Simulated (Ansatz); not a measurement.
Calculated with Ansatz (gas phase, PBE0-D4/def2-TZVP geometries, no zero-point term in ΔE). CBS: MP2 limit from def2 TZ/QZ plus the TZ coupled-cluster correction, frozen cores. Each species was taken in one conformer, which may not be the lowest.

`C=C[C](=C)[AlH2]` → `C[C]1([AlH2])C=C1`  (isomerisation)

| species | CCSD(T)/def2-TZVPP energy (Eh) |
| --- | --- |
| `C=C[C](=C)[AlH2]` | -398.28159 |
| `C[C]1([AlH2])C=C1` | -398.21835 |

Problem. Work out ΔE.

Solution. ΔE = (-398.21835) − (-398.28159) = 0.06324 Eh = +166.0 kJ/mol. CCSD(T)/CBS gives +163.6 kJ/mol.

Largest T1 diagnostic among the species: 0.012.

In def2-TZVPP, CCSD(T) changes the Hartree–Fock value by −22.9 kJ/mol (the triples alone add −0.1 kJ/mol) and MP2 by −36.5 kJ/mol.
